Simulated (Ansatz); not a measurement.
Ideal-gas functions of AlF3H2S (`[F][Al-]([F])([F])[SH2+]`) at 500 K and 1 bar, from an Ansatz frequency run at PBE0-D4/def2-TZVP.

Molar mass 118.06 g/mol, point group Cs (symmetry number 1), electronic degeneracy 1, moments of inertia 154.977, 246.024, 247.931 u Å². Harmonic wavenumbers (cm⁻¹, unscaled): 60, 113, 114, 216, 237, 238, 346, 497, 549, 674, 898, 910, 1194, 2703, 2715.

Use S(trans) = R[1.5 ln M + 2.5 ln T − 1.1517]; rotational temperatures θ = 24.2544 K / I; S(rot) = R[ln(√π/σ · √(T³/θAθBθC)) + 1.5]; for each mode x = 1.438777 ν̃/T, S = R[x/(eˣ − 1) − ln(1 − e⁻ˣ)] and H = RT x/(eˣ − 1); 1 cm⁻¹ = 0.0119627 kJ/mol; R = 8.31446 J/(mol·K).

Problem. By hand: the entropy, in J/(mol·K).

Solution. Translation 179.1. Rotation: θ = 0.1565, 0.0986, 0.0978 K, giving 121.7. Vibration, mode by mode: 22.93, 17.69, 17.62, 12.40, 11.66, 11.62, 8.69, 6.01, 5.33, 4.00, 2.41, 2.34, 1.22, 0.03, 0.03, in all 124.0. Electronic 0.0. Sum 424.8 J/(mol·K).

Problem. By hand: H − E and G − E in kJ/mol, counted from the electronic energy.

Solution. Zero-point energy ½ × 11464 × 0.0119627 = 68.6; thermal vibration 29.2; translation, rotation and pV give 4 RT = 16.6. H − E = 114.4 kJ/mol, and G − E = 114.4 − 500 × 424.8/1000 = -98.0 kJ/mol.

Vibration gives 29 % of the entropy, 58.2 J/(mol·K) of it from the modes under 150 cm⁻¹: soft modes count most, and the harmonic formula is weakest for them. The sum counts one conformer and one mirror image; others add a mixing term.
